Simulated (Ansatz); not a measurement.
C2H5FO2Si can be A, `CO[Si]1(F)CO1`, or B, `C=C[Si](O)(O)F`.

Program: Ansatz. Geometries: PBE0-D4/def2-TZVP. ΔE: electronic, gas phase. CCSD(T)/CBS is the MP2 limit (def2-TZVPP, def2-QZVPP) plus CCSD(T) − MP2 in def2-TZVPP, frozen cores. DFT in def2-TZVPP. B3LYP here is the variant with VWN-RPA as its local correlation; programs differ in this. One conformer a species, not always the lowest.

A:

Z-matrix (Å, degrees):
```
C
O 1 1.415
H 1 1.092 2 109.3
H 1 1.091 2 108.5 3 118.7
H 1 1.092 2 111.8 3 -121.0
Si 2 1.604 1 129.5 3 110.6
C 6 1.781 2 126.2 1 -147.9
F 6 1.585 2 108.4 1 10.0
O 6 1.620 2 119.1 1 148.3
H 7 1.087 6 122.8 2 -5.7
H 7 1.087 6 123.1 2 161.9
```

B:

Z-matrix (Å, degrees):
```
Si
C 1 1.837
O 1 1.623 2 108.5
O 1 1.633 2 113.3 3 -121.6
F 1 1.600 2 108.8 3 119.5
C 2 1.330 1 122.3 3 118.8
H 2 1.088 1 119.1 3 -61.3
H 3 0.958 1 118.4 2 -171.0
H 4 0.958 1 117.5 2 -89.9
H 6 1.086 2 122.2 1 179.9
H 6 1.086 2 121.5 1 -0.6
```

Q: Which is lower in electronic energy at CCSD(T)/CBS, and by how much? (Best estimate.)

A: Computed: B, by 53.7 kcal/mol.

Q: Give E(B) − E(A) in kcal/mol with MP2/def2-TZVPP, PBE0-D4, B3LYP-D4, CCSD/def2-TZVPP, r2SCAN-D4, PBE-D4, HF/def2-TZVPP. (An estimate is asked.)

A: Computed: MP2/def2-TZVPP -53.0, PBE0-D4 -49.3, B3LYP-D4 -51.6, CCSD/def2-TZVPP -53.2, r2SCAN-D4 -49.5, PBE-D4 -47.4, HF/def2-TZVPP -56.3. None reverses the order clearly.

Largest T1 diagnostic: 0.012.

In def2-TZVPP, CCSD(T) changes the Hartree–Fock value by +3.5 kcal/mol (the triples alone add +0.4 kcal/mol) and MP2 by +3.3 kcal/mol. The D4 term adds −0.8 kcal/mol with B3LYP and −0.4 kcal/mol with PBE0; it sums over pairs of atoms, weighted by their polarisabilities, and B3LYP, whose exchange is more repulsive, gets the larger term.
